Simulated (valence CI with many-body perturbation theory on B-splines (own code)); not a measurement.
# Mo³⁵⁺: calculated level list

Method: valence CI with perturbative core correlation (CI+MBPT): five valence electrons over a frozen Dirac-Fock core [He], radial functions for each j: 11 s, 11 p, 10 d, 8 f, 5 g, 2 h, with the one-electron correlation potential Σ1 (screened to all orders), the two-electron term Σ2, the three-electron term Σ3, Breit, model QED; selected single and double excitations, second order for the rest, scaled by the run's own slope (own B-spline code, finite nucleus).

The last digits are not significant, and no measured levels were compared; by estimate large intervals hold to a few tenths of a per cent, small ones and those within an open d or f shell to about a per cent. Among the levels kept, up to 11000 cm⁻¹ of a level comes from second order outside the variational space, and about a tenth of that is noise between levels of different J, which matters for small intervals.

Levels 91 to 135 of 204, with energies above the lowest level, (2s^2 2p1/2^2 2p3/2) J=3/2. "Leading %" is the weight of the configuration and term that name the level; weights of strongly mixed levels are sums over their largest components and can fall short. In the jj column 3d3/2^4 stands for four electrons in 3d with j = 3/2. Lifetimes count E1, E2, E3, M1 and M2 decay at the calculated energies, and are blank where another channel may lead or the interval is too uncertain; long ones can be off by a factor of two.

| No. | Configuration | Term | J | E (eV) | Leading % | Lifetime | Second component | Leading jj |
| --- | --- | --- | --- | --- | --- | --- | --- | --- |
| 91 | 2s2p³3p | ⁴P | 1/2 | 3025.9 | 46 | 34.0 fs | 19 % 2s2p³3p ²P | 2s 2p1/2^2 2p3/2 3p3/2 (80 %) |
| 92 | 2s²2p²3d | ²S | 1/2 | 3032.4 | 44 | 8.03 fs | 29 % 2s²2p²3d ⁴P | 2s^2 2p3/2^2 3d5/2 (57 %) |
| 93 | 2s2p³3p | ⁶P | 3/2 | 3033.5 | 25 | 68.0 fs | 18 % 2s2p³3p ⁴D | 2s 2p1/2 2p3/2^2 3p1/2 (86 %) |
| 94 | 2s2p³3d | ⁴D° | 5/2 | 3037.4 | 44 | 14.6 fs | 18 % 2s2p³3d ²D° | 2s 2p1/2^2 2p3/2 3d5/2 (83 %) |
| 95 | 2s2p³3s | ⁴P° | 1/2 | 3038.0 | 82 | 53.3 fs | 10 % 2s2p³3s ²P° | 2s 2p1/2 2p3/2^2 3s (96 %) |
| 96 | 2s²2p²3d | ²P | 3/2 | 3038.2 | 55 | 6.65 fs | 15 % 2s²2p²3d ⁴P | 2s^2 2p3/2^2 3d5/2 (80 %) |
| 97 | 2s2p³3d | ⁴D° | 3/2 | 3040.0 | 44 | 18.5 fs | 14 % 2s2p³3d ²D° | 2s 2p1/2^2 2p3/2 3d5/2 (75 %) |
| 98 | 2s²2p²3d | ²D | 5/2 | 3041.0 | 32 | 10.6 fs | 11 % 2s2p³3p ⁴F | 2s^2 2p3/2^2 3d5/2 (48 %) |
| 99 | 2s²2p²3d | ²D | 5/2 | 3041.7 | 19 | 14.5 fs | 13 % 2s2p³3p ⁴F | 2s 2p1/2 2p3/2^2 3p1/2 (46 %) |
| 100 | 2s2p³3d | ⁴D° | 7/2 | 3045.9 | 48 | 7.47 fs | 26 % 2s2p³3d ²F° | 2s 2p1/2^2 2p3/2 3d5/2 (59 %) |
| 101 | 2s2p³3s | ⁴P° | 3/2 | 3048.6 | 32 | 107 fs | 22 % 2s2p³3s ⁴S° | 2s 2p1/2 2p3/2^2 3s (90 %) |
| 102 | 2s2p³3d | ⁴D° | 1/2 | 3050.3 | 37 | 11.8 fs | 16 % 2s2p³3d ²P° | 2s 2p1/2^2 2p3/2 3d5/2 (60 %) |
| 103 | 2s2p³3s | ²S° | 1/2 | 3052.9 | 27 | 23.3 fs | 22 % 2s2p³3s ²P° | 2s 2p1/2 2p3/2^2 3s (66 %) |
| 104 | 2s²2p²3d | ²D | 3/2 | 3055.1 | 83 | 5.72 fs | 5 % 2s²2p²3d ⁴F | 2s^2 2p3/2^2 3d3/2 (82 %) |
| 105 | 2s²2p²3d | ²D | 5/2 | 3057.8 | 67 | 7.21 fs | 13 % 2s²2p²3d ²F | 2s^2 2p3/2^2 3d5/2 (92 %) |
| 106 | 2s2p³3s | ²D° | 5/2 | 3058.8 | 70 | 59.5 fs | 14 % 2s2p³3s ⁴D° | 2s 2p1/2 2p3/2^2 3s (88 %) |
| 107 | 2s2p³3s | ²D° | 3/2 | 3059.4 | 76 | 38.6 fs | 5 % 2s2p³3s ²P° | 2s 2p1/2 2p3/2^2 3s (90 %) |
| 108 | 2s2p³3p | ⁴F | 7/2 | 3060.0 | 47 | 109 fs | 26 % 2s2p³3p ²F | 2s 2p1/2 2p3/2^2 3p1/2 (92 %) |
| 109 | 2s2p³3s | ²P° | 3/2 | 3062.9 | 34 | 54.2 fs | 31 % 2s2p³3s ⁴S° | 2s 2p1/2 2p3/2^2 3s (90 %) |
| 110 | 2s2p³3p | ⁴D | 5/2 | 3066.5 | 35 | 43.8 fs | 18 % 2s2p³3p ⁴P | 2s 2p1/2 2p3/2^2 3p3/2 (87 %) |
| 111 | 2s2p³3p | ⁶P | 7/2 | 3066.8 | 30 | 136 fs | 22 % 2s2p³3p ²F | 2s 2p1/2 2p3/2^2 3p3/2 (84 %) |
| 112 | 2s2p³3d | ⁴G° | 5/2 | 3068.5 | 36 | 191 fs | 23 % 2s2p³3d ²F° | 2s 2p1/2^2 2p3/2 3d3/2 (92 %) |
| 113 | 2s2p³3d | ²D° | 3/2 | 3070.4 | 29 | 14.9 fs | 20 % 2s2p³3d ⁴F° | 2s 2p1/2^2 2p3/2 3d3/2 (78 %) |
| 114 | 2s2p³3s | ²P° | 1/2 | 3071.2 | 70 | 71.5 fs | 20 % 2s2p³3s ²S° | 2s 2p1/2 2p3/2^2 3s (91 %) |
| 115 | 2s2p³3p | ⁴P | 1/2 | 3072.1 | 47 | 27.9 fs | 28 % 2s2p³3p ²P | 2s 2p1/2 2p3/2^2 3p3/2 (85 %) |
| 116 | 2s2p³3d | ⁴D° | 1/2 | 3074.8 | 43 | 47.1 fs | 18 % 2s2p³3d ²P° | 2s 2p1/2^2 2p3/2 3d3/2 (88 %) |
| 117 | 2s2p³3p | ⁴P | 5/2 | 3075.4 | 65 | 68.8 fs | 22 % 2s2p³3p ²D | 2s 2p1/2 2p3/2^2 3p1/2 (93 %) |
| 118 | 2s2p³3d | ⁴D° | 7/2 | 3079.1 | 22 | 45.0 fs | 20 % 2s2p³3d ⁴G° | 2s 2p1/2^2 2p3/2 3d5/2 (91 %) |
| 119 | 2s2p³3p | ⁴P | 3/2 | 3085.0 | 41 | 29.1 fs | 23 % 2s2p³3p ²D | 2s 2p1/2 2p3/2^2 3p3/2 (87 %) |
| 120 | 2s2p³3d | ⁴D° | 5/2 | 3085.5 | 22 | 7.36 fs | 19 % 2s2p³3d ⁴F° | 2s 2p1/2^2 2p3/2 3d5/2 (87 %) |
| 121 | 2s2p³3p | ⁴D | 1/2 | 3087.0 | 66 | 79.3 fs | 23 % 2s2p³3p ²P | 2s 2p1/2 2p3/2^2 3p1/2 (94 %) |
| 122 | 2s2p³3d | ⁴D° | 3/2 | 3088.3 | 28 | 11.3 fs | 18 % 2s2p³3d ⁴P° | 2s 2p1/2^2 2p3/2 3d5/2 (87 %) |
| 123 | 2s2p³3p | ⁴F | 9/2 | 3090.4 | 99 | 10.2 ps |  | 2s 2p1/2 2p3/2^2 3p3/2 (99 %) |
| 124 | 2s2p³3p | ⁴D | 7/2 | 3091.2 | 60 | 54.9 fs | 39 % 2s2p³3p ²F | 2s 2p1/2 2p3/2^2 3p3/2 (98 %) |
| 125 | 2s2p³3p | ²P | 3/2 | 3093.6 | 46 | 28.2 fs | 17 % 2s2p³3p ²D | 2s 2p1/2 2p3/2^2 3p3/2 (53 %) |
| 126 | 2s2p³3p | ⁴P | 1/2 | 3097.2 | 53 | 31.4 fs | 20 % 2s2p³3p ²P | 2s 2p1/2 2p3/2^2 3p1/2 (92 %) |
| 127 | 2s2p³3p | ²P | 3/2 | 3097.8 | 34 | 45.5 fs | 14 % 2s2p³3p ⁴P | 2s 2p1/2 2p3/2^2 3p1/2 (55 %) |
| 128 | 2s2p³3p | ²F | 5/2 | 3103.9 | 52 | 121 fs | 14 % 2s2p³3p ⁴F | 2s 2p1/2 2p3/2^2 3p1/2 (85 %) |
| 129 | 2s2p³3p | ²D | 5/2 | 3108.7 | 67 | 19.1 fs | 20 % 2s2p³3p ⁴P | 2s 2p1/2 2p3/2^2 3p3/2 (94 %) |
| 130 | 2s2p³3p | ²P | 3/2 | 3109.3 | 40 | 34.0 fs | 20 % 2s2p³3p ⁴D | 2s 2p1/2 2p3/2^2 3p1/2 (84 %) |
| 131 | 2s2p³3d | ⁴D° | 3/2 | 3119.5 | 32 | 38.3 fs | 26 % 2s2p³3d ⁶D° | 2s 2p1/2 2p3/2^2 3d3/2 (88 %) |
| 132 | 2s2p³3d | ⁴F° | 5/2 | 3120.3 | 34 | 24.4 fs | 26 % 2s2p³3d ⁶D° | 2s 2p1/2 2p3/2^2 3d3/2 (80 %) |
| 133 | 2s2p³3d | ⁶D° | 1/2 | 3121.1 | 28 | 74.3 fs | 24 % 2s2p³3d ⁴D° | 2s 2p1/2 2p3/2^2 3d3/2 (85 %) |
| 134 | 2s2p³3p | ⁴P | 3/2 | 3121.6 | 35 | 62.8 fs | 19 % 2s2p³3p ²D | 2s 2p1/2 2p3/2^2 3p3/2 (94 %) |
| 135 | 2s2p³3d | ⁴F° | 7/2 | 3123.1 | 36 | 24.3 fs | 30 % 2s2p³3d ⁶D° | 2s 2p1/2 2p3/2^2 3d5/2 (56 %) |

Where two levels of one J and parity lie close, their mixing, g and order are uncertain.
